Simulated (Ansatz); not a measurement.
`C[Si](C)(Cl)C#N` + HCl → `C[Si](Cl)(Cl)C#N` + CH₄ at 500 K and 1 bar (ligand exchange at the Si–C bond).

Calculated with Ansatz (gas phase, PBE0-D4/def2-TZVP geometries, no zero-point term in ΔE). CCSD(T)/CBS adds triple-zeta CCSD(T) − MP2 to the extrapolated MP2 energy (def2 sets, frozen cores). This one scheme is used for every species.

```csv
species,CCSD(T)/CBS energy (Eh),H − E (kJ/mol),S (J/(mol·K))
`C[Si](C)(Cl)C#N`,-921.41227,277.7,458.0
HCl,-460.38127,32.5,201.9
`C[Si](Cl)(Cl)C#N`,-1341.36541,179.7,441.7
CH₄,-40.46206,135.6,206.8
```

H − E and S are ideal-gas, rigid-rotor, harmonic terms from PBE0-D4/def2-TZVP. 1 Eh = 2625.50 kJ/mol, R = 8.31446 J/(mol·K).

By hand: ΔE, ΔH, ΔS and ΔG.

ΔE = (-1341.36541) + (-40.46206) − (-921.41227) − (-460.38127) = -0.03393 Eh = -89.1 kJ/mol. Δ(H − E) = 179.7 + 135.6 − 277.7 − 32.5 = 5.1, so ΔH = -84.0 kJ/mol. ΔS = 441.7 + 206.8 − 458.0 − 201.9 = -11.4 J/(mol·K). ΔG = -84.0 − 500 × (-11.4)/1000 = -78.3 kJ/mol.

By hand: the equilibrium constant, and the temperature at which ΔG would vanish if ΔH and ΔS stayed fixed.

log₁₀ K = −ΔG/(RT ln 10) = 8.2. ΔG = 0 at ΔH/ΔS = 7368 K, far beyond where these terms or the molecules hold.

The number of gas molecules stays the same, so ΔS is small and ΔH decides. A doubt of 5 kJ/mol in ΔE shifts log₁₀ K by 0.5 here. These are equilibria of isolated gas molecules and say nothing of rates. Largest T1 diagnostic: 0.011 (customary marks: 0.02 for closed shells, 0.045 for open ones).
